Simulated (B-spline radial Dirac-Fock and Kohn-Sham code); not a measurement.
## Auger parameter of technetium: the L3 level and its strongest L3-MM line

Model: multi-electron Dirac-Fock with separately optimised hole states, Breit and Lamb-shift corrections added in first order. Program: a B-spline atomic structure program. The modified Auger parameter α′ is the binding energy plus the kinetic energy of the Auger electron; it does not depend on the energy zero. For free ions it tends to fall with charge, since less charge screens the final holes.

| species | configuration | binding 2p3/2 (eV) | Auger line | kinetic (eV) | α′ (eV) |
| --- | --- | --- | --- | --- | --- |
| Tc | [Kr] 4d5 5s2 | 2690.6 | M3M3 J=2 | 1776.3 | 4467.0 |
| Tc | [Kr] 4d7 | 2682.2 | M3M3 J=2 | 1786.9 | 4469.2 |
| Tc⁺ | [Kr] 4d5 5s1 | 2698.9 | M3M3 J=2 | 1766.6 | 4465.5 |
| Tc⁺ | [Kr] 4d6 | 2694.0 | M3M3 J=2 | 1772.3 | 4466.4 |
| Tc⁺ (Watson 1.6 Å) | [Kr] 4d5 5s1 | 2690.7 | M3M3 J=2 | 1775.3 | 4466.0 |
| Tc⁺ (Watson 2.2 Å) | [Kr] 4d5 5s1 | 2692.5 | M3M3 J=2 | 1773.1 | 4465.6 |
| Tc²⁺ | [Kr] 4d5 | 2708.3 | M3M3 J=2 | 1756.0 | 4464.3 |
| Tc²⁺ (Watson 2.4 Å) | [Kr] 4d5 | 2696.3 | M3M3 J=2 | 1768.0 | 4464.3 |
| Tc³⁺ | [Kr] 4d4 | 2724.5 | M3M3 J=2 | 1738.2 | 4462.7 |
| Tc³⁺ (Watson 2.4 Å) | [Kr] 4d4 | 2706.5 | M3M3 J=2 | 1756.2 | 4462.7 |
| Tc⁴⁺ | [Kr] 4d3 | 2742.5 | M3M3 J=2 | 1719.2 | 4461.7 |
| Tc⁴⁺ | [Kr] 4d2 5s1 | 2749.3 | M3M3 J=2 | 1712.3 | 4461.6 |
| Tc⁴⁺ | [Kr] 4d1 5s2 | 2756.5 | M3M3 J=2 | 1705.2 | 4461.8 |
| Tc⁴⁺ (Watson 2.4 Å) | [Kr] 4d3 | 2718.5 | M3M3 J=2 | 1743.2 | 4461.7 |
| Tc⁴⁺ (Watson 3 Å) | [Kr] 4d3 | 2723.3 | M3M3 J=2 | 1738.4 | 4461.7 |
| Tc⁵⁺ | [Kr] 4d2 | 2762.1 | M3M3 J=2 | 1699.0 | 4461.1 |
| Tc⁵⁺ (Watson 2.4 Å) | [Kr] 4d2 | 2732.1 | M3M3 J=2 | 1729.0 | 4461.1 |
| Tc⁵⁺ (Watson 2.7 Å) | [Kr] 4d2 | 2735.5 | M3M3 J=2 | 1725.6 | 4461.1 |
| Tc⁶⁺ | [Kr] 4d1 | 2783.3 | M3M3 J=2 | 1677.6 | 4460.9 |
| Tc⁶⁺ (Watson 1.6 Å) | [Kr] 4d1 | 2729.3 | M3M3 J=2 | 1731.6 | 4460.9 |
| Tc⁶⁺ (Watson 1.8 Å) | [Kr] 4d1 | 2735.3 | M3M3 J=2 | 1725.6 | 4460.9 |
| Tc⁷⁺ | [Ar] 3d10 4s2 4p6 | 2805.9 | M3M3 J=2 | 1655.3 | 4461.2 |
| Tc⁷⁺ (Watson 1.6 Å) | [Ar] 3d10 4s2 4p6 | 2742.9 | M3M3 J=2 | 1718.3 | 4461.2 |
| Tc⁷⁺ (Watson 2 Å) | [Ar] 3d10 4s2 4p6 | 2755.5 | M3M3 J=2 | 1705.7 | 4461.2 |

Values without a named source are computed, but for edge energies of neutral atoms, which are taken from tables.
